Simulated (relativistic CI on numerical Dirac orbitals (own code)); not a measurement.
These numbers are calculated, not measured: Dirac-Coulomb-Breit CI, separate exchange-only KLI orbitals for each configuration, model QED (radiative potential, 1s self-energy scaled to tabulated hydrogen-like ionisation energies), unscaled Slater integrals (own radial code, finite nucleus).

Configurations in the expansion (outside the closed core 1s2): 2s²2p², 2s2p³, 2p⁴, 2p³3s, 2s²2p3s, 2p³3p, 2p³3d, 2s²2p3p, 2s²2p3d, 2s2p²3s, 2s2p²3p, 2s2p²3d, 2s²2p4s, 2s²2p4p, 2s²2p4d, 2s²2p4f, 2s²3s², 2s²3s3p, 2s2p²4s, 2s²3s3d, 2s2p²4p, 2s²2p5s, 2s²3p², 2s²2p5p, 2s2p²4d, 2s²2p5d, 2s2p²4f, 2s²2p5f, 2s²2p5g, 2s²3p3d, 2s2p3s², 2s²3d², 2s2p3s3p, 2s2p3s3d, 2s2p3p², 2s2p3p3d. Levels of other configurations are missing.

At this charge energies of transitions that change n are usually good to better than 1 %, and those within a shell (Δn = 0) to a few per cent.

Outline of the computed level scheme of Hg LXXV. Lowest level of each configuration: 2s²2p² ³P0 at 0.0 eV; 2s2p³ ³P°2 at 2380.2 eV; 2p⁴ ³P2 at 4902.7 eV; 2s²2p3s ³P°0 at 12531.1 eV; 2s²2p3p ³D1 at 12631.5 eV; 2s2p²3s ⁵P1 at 12849.9 eV; 2s2p²3p ³P°1 at 12960.2 eV; 2s²2p3d ³F°2 at 13329.3 eV; 2s2p²3d ³D1 at 13650.2 eV.

Some strong electric-dipole decays among the lowest 45 levels: 2s²2p3d ³D°1 → 2s²2p² ³P0 (2.8e+15 s⁻¹); 2s2p²3d ³D3 → 2s2p³ ³P°2 (2.1e+15 s⁻¹); 2s²2p3d ³F°3 → 2s²2p² ¹D2 (2.1e+15 s⁻¹); 2s2p²3d ³F2 → 2s2p³ ¹P°1 (1.9e+15 s⁻¹); 2s²2p3d ³P°2 → 2s²2p² ³P1 (1.9e+15 s⁻¹); 2s2p²3p ³P°1 → 2s²2p² ³P0 (7.6e+14 s⁻¹); 2s2p²3p ³D°1 → 2s²2p² ³P0 (7.2e+14 s⁻¹); 2s2p²3d ³D2 → 2s2p³ ³P°2 (3.7e+14 s⁻¹).

LS names give the leading component of a level, which can be under half, so a name can repeat, a term be missing and a line seem to break the LS rules.
